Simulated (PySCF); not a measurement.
PySCF input file for Au(Me)(CNMe) (C₃H₆AuN), SMILES C[N+]#[C-]->[Au][CH3], multiplicity 1, TDDFT-M06-2X/def2-SVPD. Geometry optimised at PBE0-D3(BJ)/def2-SVP. The spin state was assumed, not searched. The isomer is the one that the SMILES or the coordinates give; other isomers of the formula were not compared. The def2 effective core potentials stand for the cores of Au; spin–orbit coupling is left out.

```python
import numpy as np
from pyscf import gto, scf, dft, tdscf

mol = gto.M(
    atom='''
    Au    0.00000000    0.00000000   -0.51366723
    C    -0.00000000   -0.00000001   -2.56579122
    H     0.39967278    0.94650732   -2.96680617
    H    -1.01953578   -0.12712687   -2.96680617
    H     0.61986298   -0.81938044   -2.96680617
    C    -0.00000000   -0.00000000    4.04642428
    N    -0.00000000    0.00000000    2.64060856
    C     0.00000000   -0.00000000    1.47462258
    H    -1.02852170   -0.10258037    4.42144529
    H     0.42542364    0.94201611    4.42144529
    H     0.60309806   -0.83943574    4.42144529
    ''',
    basis='def2-SVPD',
    ecp={'Au': 'def2-svp'},
    charge=0,
    spin=0,
    symmetry=True,
    max_memory=1600,
    verbose=4,
)
mf = dft.RKS(mol, xc='m06-2x').density_fit(auxbasis='def2-universal-jkfit')
mf.grids.level = 4
mf.conv_tol = 1e-9
mf.max_cycle = 100
mf.kernel()
mf.grids = dft.Grids(mol).set(level=2).build(with_non0tab=True)  # coarser grid for the response kernel
td = tdscf.TDDFT(mf)
td.singlet = True
td.nstates = 10
td.conv_tol = 1e-4
td.positive_eig_threshold = 1e-6
td.kernel(x0=td.get_init_guess(mf, 15))
td.analyze()
tt = tdscf.TDA(mf)
tt.singlet = False
tt.nstates = 4
tt.conv_tol = 1e-4
tt.positive_eig_threshold = 1e-6
tt.kernel(x0=tt.get_init_guess(mf, 9))
tt.analyze(verbose=3)
```

Program output:

```
PySCF version 2.14.0

[INPUT] verbose = 4
[INPUT] num. atoms = 11
[INPUT] num. electrons = 50
[INPUT] charge = 0
[INPUT] spin (= nelec alpha-beta = 2S) = 0
[INPUT] symmetry True subgroup None
[INPUT] Mole.unit = angstrom
[INPUT] Symbol           X                Y                Z      unit          X                Y                Z       unit  Magmom
[INPUT]  1 Au     0.000000000000   0.000000000000  -0.513667230000 AA    0.000000000000   0.000000000000  -0.970690383864 Bohr   0.0
[INPUT]  2 C      0.000000000000  -0.000000010000  -2.565791220000 AA    0.000000000000  -0.000000018897  -4.848642698614 Bohr   0.0
[INPUT]  3 H      0.399672780000   0.946507320000  -2.966806170000 AA    0.755272093644   1.788639609696  -5.606451125970 Bohr   0.0
[INPUT]  4 H     -1.019535780000  -0.127126870000  -2.966806170000 AA   -1.926643398395  -0.240234967373  -5.606451125970 Bohr   0.0
[INPUT]  5 H      0.619862980000  -0.819380440000  -2.966806170000 AA    1.171371266957  -1.548404623426  -5.606451125970 Bohr   0.0
[INPUT]  6 C      0.000000000000   0.000000000000   4.046424280000 AA    0.000000000000   0.000000000000   7.646633672990 Bohr   0.0
[INPUT]  7 N      0.000000000000   0.000000000000   2.640608560000 AA    0.000000000000   0.000000000000   4.990026980582 Bohr   0.0
[INPUT]  8 C      0.000000000000   0.000000000000   1.474622580000 AA    0.000000000000   0.000000000000   2.786632813300 Bohr   0.0
[INPUT]  9 H     -1.028521700000  -0.102580370000   4.421445290000 AA   -1.943624326172  -0.193848805057   8.355320672848 Bohr   0.0
[INPUT] 10 H      0.425423640000   0.942016110000   4.421445290000 AA    0.803934166516   1.780152452828   8.355320672848 Bohr   0.0
[INPUT] 11 H      0.603098060000  -0.839435740000   4.421445290000 AA    1.139690159657  -1.586303647772   8.355320672848 Bohr   0.0

nuclear repulsion = 201.63527966682
point group symmetry = C3, use subgroup C1
symmetry origin: [-3.43586567e-10 -8.58966421e-10 -8.58966393e-10]
symmetry axis x: [ 9.72067341e-01  2.34702120e-01 -2.87279480e-10]
symmetry axis y: [-2.34702120e-01  9.72067341e-01 -3.53550230e-10]
symmetry axis z: [1.96276016e-10 4.11099654e-10 1.00000000e+00]
num. orbitals of irrep A = 163
number of shells = 69
number of NR pGTOs = 240
number of NR cGTOs = 163
basis = def2-SVPD
ecp = {'Au': 'def2-svp'}


[settings echo left out]
init E= -296.551832407607
  HOMO = -0.587723573376368  LUMO = -0.411678412968987  gap/eV = 4.79043
cycle= 1 E= -306.863893548506  delta_E= -10.3  |g|=  2.1  |ddm|= 14.4

WARN: HOMO 0.0497656659089694 == LUMO 0.0497660975637679

cycle= 2 E= -275.571622458407  delta_E= 31.3  |g|= 6.91  |ddm|=   96
  HOMO = -0.314456853584369  LUMO = -0.0955497046233188  gap/eV = 5.95677
cycle= 3 E= -307.780928144817  delta_E= -32.2  |g|= 0.872  |ddm|= 96.1
  HOMO = -0.263457662870357  LUMO = -0.0122125981987421  gap/eV = 6.83673
cycle= 4 E= -308.047106679845  delta_E= -0.266  |g|= 0.305  |ddm|= 2.81
  HOMO = -0.252998416665081  LUMO = 0.000180714646992269  gap/eV = 6.88936
cycle= 5 E= -308.068422047462  delta_E= -0.0213  |g|= 0.129  |ddm|= 0.719
  HOMO = -0.26478905090665  LUMO = 0.00878541608424742  gap/eV = 7.44434
cycle= 6 E= -308.071368666211  delta_E= -0.00295  |g|= 0.0433  |ddm|= 0.246
  HOMO = -0.271129737484785  LUMO = 0.00575847525486891  gap/eV = 7.53451
cycle= 7 E= -308.071720416911  delta_E= -0.000352  |g|= 0.0186  |ddm|= 0.105
  HOMO = -0.270895710843128  LUMO = 0.00517901422927251  gap/eV = 7.51238
cycle= 8 E= -308.071792668458  delta_E= -7.23e-05  |g|= 0.00478  |ddm|= 0.039
  HOMO = -0.270905579477812  LUMO = 0.00594321986899445  gap/eV = 7.53344
cycle= 9 E= -308.071798705701  delta_E= -6.04e-06  |g|= 0.00096  |ddm|= 0.0123
  HOMO = -0.270762914627143  LUMO = 0.00591982786945463  gap/eV = 7.52892
cycle= 10 E= -308.071798983355  delta_E= -2.78e-07  |g|= 0.000541  |ddm|= 0.00346
  HOMO = -0.27078896931307  LUMO = 0.00592284403957146  gap/eV = 7.52971
cycle= 11 E= -308.071799061708  delta_E= -7.84e-08  |g|= 0.000119  |ddm|= 0.00156
  HOMO = -0.270794548470969  LUMO = 0.00592805089143046  gap/eV = 7.53001
cycle= 12 E= -308.071799065912  delta_E= -4.2e-09  |g|= 6.81e-05  |ddm|= 0.000635
  HOMO = -0.270790289976588  LUMO = 0.00593120632185512  gap/eV = 7.52998
cycle= 13 E= -308.071799067325  delta_E= -1.41e-09  |g|= 1.31e-05  |ddm|= 0.000208
  HOMO = -0.270790477289674  LUMO = 0.00593140230296991  gap/eV = 7.52999
cycle= 14 E= -308.071799067383  delta_E= -5.77e-11  |g|= 3.03e-06  |ddm|= 8.25e-05
  HOMO = -0.270790925726409  LUMO = 0.00593121150435963  gap/eV = 7.52999
Extra cycle  E= -308.071799067385  delta_E= -1.76e-12  |g|= 3.16e-06  |ddm|= 1.09e-05
converged SCF energy = -308.071799067385
tot grids = 92440
Overwritten attributes  positive_eig_threshold  of <class 'pyscf.tdscf.rks.TDDFT'>


******** <class 'pyscf.tdscf.rks.TDDFT'> for <class 'pyscf.df.df_jk.DFRKS'> ********
nstates = 10 singlet
deg_eia_thresh = 1.000e-03
wfnsym = None
conv_tol = 0.0001
eigh lindep = 1e-12
eigh level_shift = 0
eigh max_cycle = 100


Excitation energies (eV)
[4.92751362 4.92756605 6.11099891 6.25281581 6.25964042 6.26108916
 6.39211264 6.39482751 6.51038632 6.51042064]

** Singlet excitation energies and oscillator strengths **
Excited State   1:    A      4.92751 eV    251.62 nm  f=0.0460
      25 -> 26       -0.62834
      25 -> 27        0.29378
Excited State   2:    A      4.92757 eV    251.61 nm  f=0.0460
      25 -> 26       -0.29378
      25 -> 27       -0.62833
Excited State   3:    A      6.11100 eV    202.89 nm  f=0.0000
      18 -> 26       -0.11495
      19 -> 27        0.11496
      22 -> 26        0.11575
      22 -> 27       -0.44934
      23 -> 26        0.44933
      23 -> 27        0.11579
Excited State   4:    A      6.25282 eV    198.29 nm  f=0.0000
      25 -> 28       -0.67961
      25 -> 30        0.13401
Excited State   5:    A      6.25964 eV    198.07 nm  f=0.0000
      18 -> 27       -0.12081
      19 -> 26        0.12082
      22 -> 26       -0.23293
      22 -> 27        0.41611
      23 -> 26        0.41611
      23 -> 27        0.23290
Excited State   6:    A      6.26109 eV    198.02 nm  f=0.0000
      18 -> 26       -0.12084
      19 -> 27       -0.12083
      22 -> 26        0.41611
      22 -> 27        0.23290
      23 -> 26        0.23293
      23 -> 27       -0.41611
Excited State   7:    A      6.39211 eV    193.96 nm  f=0.0004
      20 -> 26       -0.48561
      21 -> 27        0.48550
Excited State   8:    A      6.39483 eV    193.88 nm  f=0.0000
      20 -> 27       -0.49053
      21 -> 26       -0.49044
Excited State   9:    A      6.51039 eV    190.44 nm  f=0.0008
      20 -> 26        0.20228
      21 -> 27        0.20031
      24 -> 26        0.42498
      24 -> 27       -0.45479
Excited State  10:    A      6.51042 eV    190.44 nm  f=0.0008
      20 -> 27        0.20253
      21 -> 26       -0.20040
      24 -> 26       -0.45471
      24 -> 27       -0.42493

** Transition electric dipole moments (AU) **
state          X           Y           Z        Dip. S.      Osc.
  1        -0.6168      0.0200      0.0000      0.3809      0.0460
  2        -0.0199     -0.6168     -0.0001      0.3808      0.0460
  3         0.0000      0.0000     -0.0000      0.0000      0.0000
  4        -0.0000      0.0000      0.0165      0.0003      0.0000
  5        -0.0119     -0.0074      0.0000      0.0002      0.0000
  6         0.0074     -0.0119     -0.0000      0.0002      0.0000
  7        -0.0004      0.0001     -0.0491      0.0024      0.0004
  8         0.0002      0.0004     -0.0000      0.0000      0.0000
  9        -0.0654      0.0287      0.0001      0.0051      0.0008
 10         0.0286      0.0654     -0.0000      0.0051      0.0008

WARN: ECP detected. Skipping calculation of transition velocity and magnetic dipole moments, which have not yet been implemented.

Overwritten attributes  positive_eig_threshold  of <class 'pyscf.tdscf.rks.TDA'>


******** <class 'pyscf.tdscf.rks.TDA'> for <class 'pyscf.df.df_jk.DFRKS'> ********
nstates = 4 triplet
deg_eia_thresh = 1.000e-03
wfnsym = None
conv_tol = 0.0001
eigh lindep = 1e-12
eigh level_shift = 0
eigh max_cycle = 100


Excitation energies (eV)
[4.51680033 4.51691113 5.73020775 5.97164815]

** Triplet excitation energies and oscillator strengths **
Excited State   1:    A      4.51680 eV    274.50 nm  f=0.0000
Excited State   2:    A      4.51691 eV    274.49 nm  f=0.0000
Excited State   3:    A      5.73021 eV    216.37 nm  f=0.0000
Excited State   4:    A      5.97165 eV    207.62 nm  f=0.0000
```

The run crashed.
